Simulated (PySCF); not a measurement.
A structure optimised at TPSSh-D3(BJ)/def2-TZVP, used in a PySCF frequency run:

```
S
F 1 1.5314
F 1 1.5314 2 102.21
H 1 1.3694 2 96.56 3 98.19
```
Charge +1, spin multiplicity 1.

**Question.** Write its SMILES, formula and point group.

**Answer.** F[SH+]F, F2HS, Cs

**Question.** What are its rotational constants (standard atomic weights)?

**Answer.** 27.364, 9.0710, 7.1460 GHz
